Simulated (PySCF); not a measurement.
A geometry optimisation on `C1[SiH2]C[SiH2]1`.

Computed with PBE0-D3(BJ)/def2-SVP geometry optimisation, gas phase (PySCF 2.14.0). Start geometry: GFN2-xTB. The command runs a driver script over a list of jobs; the input below is this job's line of settings and its coordinates in Å.

Command:
```bash
OMP_NUM_THREADS=1 python probes_run.py task.json out
```

Input:
```
{"job": {"xc": "PBE0", "basis": "def2-SVP", "d3": "d3bj", "grid": 1, "shake": 0.01, "kind": "geom"}, "charge": 0, "multiplicity": 1}
C      0.276510     0.349890     1.250170
Si     1.339700    -0.267620    -0.201530
C     -0.276680    -0.379390    -1.258500
Si    -1.312170     0.266290     0.190770
H      0.501130     1.370780     1.576860
H      0.257080    -0.253380     2.127190
H      2.339070     0.701610    -0.693110
H      2.019650    -1.542550     0.046940
H     -0.265110     0.259700    -2.115560
H     -0.504410    -1.383390    -1.577730
H     -2.007830     1.547950    -0.049850
H     -2.327240    -0.698170     0.695310
```

Output:
```
step   0  E = -659.42762556  max force = 0.025926
step   1  E = -659.43206675  max force = 0.006111
step   2  E = -659.43277279  max force = 0.001537
step   3  E = -659.43280185  max force = 0.000651
step   4  E = -659.43280801  max force = 0.000259
optimisation converged
```

Energies in Eh; «max force» is the largest Cartesian gradient component in Eh/bohr.

Give the first gradient maximum in eV/Å.

With 1 Eh/bohr = 51.422 eV/Å, 1.333 eV/Å.

How much energy does the optimisation release, in kJ/mol?

E(step 0) − E(last step) = 0.005182 Eh, which is 13.6 kJ/mol.

Main results: final energy -659.43281 Eh after 4 steps; dipole 0.02 D.

The run took 20 s on one thread, Arm Neoverse V1 (aarch64) (shared host), and the process peaked at 0.44 GiB of memory.
Labels such as C1 count atoms from 1, the log's own numbers from 0.
